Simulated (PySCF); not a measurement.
**Electronic structure of Au (gold, neutral) at the UHF level**

Configuration: [Xe] 4f14 5d9 6s2, 2D determinant (an excited configuration). All numbers are calculated (PySCF 2.14, a scalar-relativistic core potential, in aug-cc-pwCVTZ-PP with ECP60MDF (8s8p7d4f3g, 122 functions)).

```json
{
  "Total energy": "-134.718895 hartree",
  "One-electron energy": "-237.1673 hartree",
  "Hartree (Coulomb) energy": "114.2374 hartree",
  "Exchange energy": "-11.7891 hartree",
  "⟨S²⟩": "0.7539",
  "⟨L²⟩": "6.028",
  "Sum of ⟨r⟩": "28.33 bohr",
  "Sum of ⟨r²⟩": "55.10 bohr²",
  "Traceless quadrupole moment −½Σ⟨3z² − r²⟩ along its main axis": "-0.610 e·bohr²",
  "Time after the integrals": "about 5 core-seconds"
}
```

| shell | electrons | mean orbital energy (eV) | spread (eV) | rms radius, mean of both spins (bohr) |
| --- | --- | --- | --- | --- |
| 5s α | 1 | -131.14 | 0 | 1.01 |
| 5s β | 1 | -129.48 | 0 | 1.01 |
| 5p α | 3 | -78.363 | 1.553 | 1.16 |
| 5p β | 3 | -76.109 | 1.153 | 1.16 |
| 5d α | 5 | -15.683 | 1.853 | 1.68 |
| 5d β | 4 | -14.600 | 1.342 | 1.68 |
| 6s α | 1 | -8.879 | 0 | 3.14 |
| 6s β | 1 | -8.392 | 0 | 3.14 |

Energies and moments cover only the electrons outside the core potential. Spin-orbit coupling, absent here, splits the open shell strongly.
